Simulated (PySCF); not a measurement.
# Nb (niobium, neutral) across methods

[Kr] 4d3 5s2, high-spin 4F determinant (an excited configuration). All numbers are calculated (PySCF 2.14, a scalar-relativistic core potential, in aug-cc-pVTZ-PP with ECP28MDF (6s6p5d3f2g, 88 functions)).

| method | E (hartree) | mean ε 4d α (eV) | mean ε 5s α (eV) | mean ε 5s β (eV) | Σ⟨r²⟩ (bohr²) | ⟨S²⟩ |
| --- | --- | --- | --- | --- | --- | --- |
| r2SCANh | -56.6306 | -6.455 | -5.448 | -4.419 | 59.94 | 3.777 |
| PBE0 | -56.6078 | -6.811 | -5.604 | -4.693 | 59.58 | 3.759 |
| LDA | -56.4738 | -5.402 | -5.214 | -4.363 | 59.22 | 3.757 |
| r2SCAN | -56.6419 | -5.958 | -5.230 | -4.201 | 59.95 | 3.779 |
| UHF | -56.12277 | -10.628 | -6.786 | -5.479 | 62.44 | 3.775 |
| HSE06 | -56.6082 | -6.389 | -5.262 | -4.360 | 59.53 | 3.758 |
| PBE | -56.6250 | -5.436 | -5.018 | -4.135 | 59.51 | 3.758 |
| wB97X | -56.6056 | -8.951 | -7.149 | -6.712 | 59.22 | 3.753 |

Task: Estimate the same row for B3LYP.

Result: E (hartree) = -56.6460; mean ε 4d α (eV) = -6.433; mean ε 5s α (eV) = -5.423; mean ε 5s β (eV) = -4.722; Σ⟨r²⟩ (bohr²) = 59.50; ⟨S²⟩ = 3.756.

Energies and moments cover only the electrons outside the core potential.
